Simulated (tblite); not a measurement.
Compound: CH₁₄ClNSi₅.
Bonds: Si1–Si2, Si2–Si3, Si3–C4, C4–N5, N5–Si6, N5–Si7, Si7–Cl8. Hydrogens: H9, H10, H11 on Si1; H12, H13 on Si2; H14, H15 on Si3; H16, H17 on C4; H18, H19, H20 on Si6; H21, H22 on Si7.

Computed geometry: GFN2-xTB, gas phase.

What internal coordinates does the optimisation give?

| bond | length (Å) |
| --- | --- |
| Si1–Si2 | 2.319 |
| Si2–Si3 | 2.317 |
| Si3–C4 | 1.916 |
| C4–N5 | 1.465 |
| N5–Si6 | 1.738 |
| N5–Si7 | 1.724 |
| Si7–Cl8 | 2.017 |
| Si1–H9, Si1–H10, Si1–H11 | 1.468 |
| Si2–H12, Si2–H13 | 1.476 |
| Si3–H14, Si3–H15 | 1.474 |
| C4–H16, C4–H17 | 1.093 |
| Si6–H18, Si6–H19 | 1.461 |
| Si6–H20 | 1.468 |
| Si7–H21 | 1.464 |
| Si7–H22 | 1.452 |

Bonds in one row agree within 0.01 Å and their mean is given. A selection of angles:
| angle | degrees |
| --- | --- |
| Si1–Si2–Si3 | 118.5 |
| Si2–Si3–C4 | 113.9 |
| Si3–C4–N5 | 114.6 |
| C4–N5–Si6 | 116.4 |
| C4–N5–Si7 | 117.2 |
| Si6–N5–Si7 | 124.9 |
| N5–Si7–Cl8 | 108.0 |

Torsions: Si1–Si2–Si3–C4 -54° (synclinal); Si2–Si3–C4–N5 40° (synclinal); Si3–C4–N5–Si6 76° (synclinal); C4–N5–Si7–Cl8 53° (synclinal). The mirror-image conformer, all signs reversed, is as good.

Si3 (SiH2 silicon) is distorted tetrahedral (angles from 103.1° to 115.7°). Si1 (SiH3 silicon) is distorted tetrahedral (angles from 105.5° to 113.4°). Of the pairs four or more bonds apart, Si2···Cl8 is among the closest relative to their van der Waals radii: 3.74 Å, 97 % of the sum of Bondi's values. N5 (nitrogen bridging silicon atoms) is almost planar (angles 124.9°, 117.2° and 116.4°, sum 358.4°, 0.12 Å off the plane of its three neighbours). Si7 (chlorine-bound silicon) is tetrahedral (angles from 106.4° to 113.0°). Si2 (SiH2 silicon) is distorted tetrahedral (angles from 102.4° to 118.5°). Si6 (SiH3 silicon) is tetrahedral (angles from 106.5° to 112.2°).

Point group: C1 (no symmetry element, even within 0.4 Å). GFN2-xTB frequencies show an imaginary mode (23i cm⁻¹), so the point is no minimum at that level. 3 starts were optimised and ended at 0.00, 1.98 and 2.95 kcal/mol (GFN2-xTB); the lowest of these is shown.

The run took 7.7 s wall on one thread, AMD EPYC (x86_64), on a shared host. That covers the optimisation of the geometry.
